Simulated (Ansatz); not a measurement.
Reactions of CH$_{5}$FOSSi, SMILES `O[SiH](F)CS`.

Gas-phase electronic energies from Ansatz, PBE0-D4/def2-TZVP geometries. CCSD(T)/CBS adds triple-zeta CCSD(T) − MP2 to the extrapolated MP2 energy (def2 sets, frozen cores). This one scheme is used for every species. Functionals use def2-TZVPP. For Se outer-core shells are correlated without core-valence functions, which leaves a few kJ/mol of doubt a bond. Scalar relativity is left out up to krypton. Each species was taken in one conformer, which may not be the lowest.

```tsv
reaction	CCSD/CBS(def2) (kJ/mol)	B2PLYP (kJ/mol)	CCSD(T)/CBS(def2) (kJ/mol)
`O[SiH](F)CS` + H₂Se → `O[SiH](F)[SeH]` + CH₃SH	-65	-65	-64
`O[SiH](F)CS` + HCl → `O[SiH](F)CCl` + H₂S	15	13	16
`O[SiH](F)CS` + CH₃OH → `CO[SiH](O)F` + CH₃SH	-121	-124	-118
`O[SiH](F)CS` + `S[SiH2]Cl` → `O[SiH](F)S[SiH2]Cl` + CH₃SH	-68	-67	-68
`O[SiH](F)CS` + `C=N` → `C=N[SiH](O)F` + CH₃SH	-52	-56	-50
`O[SiH](F)CS` + `[SiH3]S` → `[SiH3]SCS` + `O[SiH2]F`	57	55	54
`O[SiH](F)CS` + `C=C[SiH2]O` → `O[SiH2]/C=C\[SiH](O)F` + CH₃SH	-10	-11	-11
`O[SiH](F)CS` + `C=N` → `C=NCS` + `O[SiH2]F`	56	50	56
```

Largest T1 diagnostic: 0.013, for `C=N[SiH](O)F`.
